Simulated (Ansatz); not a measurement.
Cu₃O₄⁻, relaxed as a singlet with RKS B3LYP-D4/def2-SVPD in Ansatz, starting from the GFN1-xTB geometry. Force threshold 0.02 eV/Å.

The restricted singlet is unstable towards broken spin symmetry at other levels; at B3LYP-D4/def2-SVPD this wasn't settled. The relaxation made no stability test and no search for a lower SCF solution. No other spin state of charge -1 was run. Another isomer (singlet) lies 1.29 eV lower at PBE-D4/def2-TZVPD; other spin states weren't run for this one.

Start:

```csv
atom,x (Å),y (Å),z (Å)
Cu1,-0.994,0.540,1.138
Cu2,-0.106,-0.349,-1.015
Cu3,1.223,0.202,1.020
O4,1.593,-0.434,-0.599
O5,0.258,0.840,2.429
O6,-0.273,-0.871,-2.549
O7,-1.700,0.073,-0.424
```

Task: Estimate the energy that the relaxation releases and the steps that it takes.

Result: 17.4 kcal/mol, in 28 steps; 2.1 min on 4 threads of Intel Xeon 6975P-C on a shared host. No frequencies were taken in this run, so the end may be a saddle point.

Task: Does the start keep its bonding and symmetry?

Result: By distances, no bond broke or formed. The bond that changes most is Cu2–O6, from 1.63 to 1.71 Å (atoms count from 1). Point group C2v at the start, Cs at the end, both within 0.05 Å.

Task: Predict the relaxed structure.

Result: 
Cartesian coordinates in Å:
```
Cu -1.0688 0.7774 1.2333
Cu -0.1503 -0.5212 -1.3218
Cu 1.3704 0.3290 1.1315
O 1.3028 -0.7762 -0.2741
O 0.2753 0.9492 2.4186
O -0.2186 -0.4997 -3.0301
O -1.5108 -0.2585 -0.1574
```
Bond lengths (bridged metal pairs left out): 7 × Cu–O 1.71 to 1.81 Å.
